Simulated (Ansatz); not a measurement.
Computed with Ansatz on PBE0-D4/def2-TZVP structures; ΔE is electronic, products minus reactants. CCSD(T)/CBS adds triple-zeta CCSD(T) − MP2 to the extrapolated MP2 energy (def2 sets, frozen cores). Functionals use def2-TZVPP. For Ge outer-core shells are correlated without core-valence functions, which leaves a few kJ/mol of doubt a bond. Scalar relativity is left out up to krypton. Each species was taken in one conformer, which may not be the lowest.

`CSS[SiH2]O` + `[OH][GeH2][OH]` → `O[SiH2][O][GeH2][OH]` + `CSS`  (ligand exchange at the Si–S bond)

`CSS[SiH2]O`:

```xyz
11

C    -0.589    1.644   -1.157
S     0.218    0.078   -1.528
S     1.729    0.020   -0.124
Si    0.544   -1.054    1.301
O     0.075   -2.526    0.757
H     0.106    2.472   -1.291
H    -1.409    1.738   -1.873
H    -0.990    1.645   -0.144
H     1.390   -1.292    2.493
H    -0.632   -0.205    1.618
H    -0.442   -2.522   -0.052
```

`[OH][GeH2][OH]`:

```xyz
7

O     0.674    0.731   -1.206
Ge   -0.482   -0.052   -0.109
O     0.296   -1.365    0.794
H     1.124    1.480   -0.812
H    -1.022    1.008    0.874
H    -1.519   -0.742   -0.988
H     0.929   -1.060    1.447
```

`O[SiH2][O][GeH2][OH]`:

Cartesian coordinates in Å:
```
O 0.572 -0.959 2.374
Si -0.593 -0.709 1.245
O -0.220 0.505 0.222
Ge 0.686 0.620 -1.297
O -0.464 0.514 -2.636
H 0.689 -0.291 3.051
H -1.872 -0.330 1.897
H -0.687 -1.999 0.522
H 1.610 -0.588 -1.467
H 1.368 1.994 -1.258
H -1.089 1.243 -2.653
```

`CSS`:

Z-matrix (Å, degrees):
```
C
S 1 1.802
H 1 1.089 2 110.8
H 1 1.090 2 111.1 3 123.0
H 1 1.093 2 106.0 3 -118.4
S 2 2.037 1 103.0 3 -56.7
H 6 1.349 2 99.3 1 -87.6
```

CCSD(T)/CBS gives -57.0 kJ/mol.

Task: Another level gave -43.8 kJ/mol. Which?
A. ωB97M-V/def2-TZVPP
B. PBE/def2-TZVPP
C. SCS-MP2/def2-TZVPP
D. PBE0/def2-TZVPP

Result: B. PBE -43.8, SCS-MP2/def2-TZVPP -63.9, ωB97M-V -57.2, PBE0 -50.2 kJ/mol.

Largest T1 diagnostic among the species: 0.012.

The D4 term adds +6.6 kJ/mol with B3LYP and +3.4 kJ/mol with PBE0; it sums over pairs of atoms, weighted by their polarisabilities, and B3LYP, whose exchange is more repulsive, gets the larger term. From PBE to PBE0 (25 % exact exchange), in def2-TZVPP and without D4, ΔE moves by −6.4 kJ/mol. In def2-TZVPP, CCSD(T) changes the Hartree–Fock value by +25.0 kJ/mol (the triples alone add +5.4 kJ/mol) and MP2 by +29.8 kJ/mol.

CCSD(T)/CBS has its own doubt, a few kJ/mol and more with outer-core shells, so smaller differences from it don't rank the levels.

B3LYP here is the variant with VWN-RPA as its local correlation; programs differ in this.
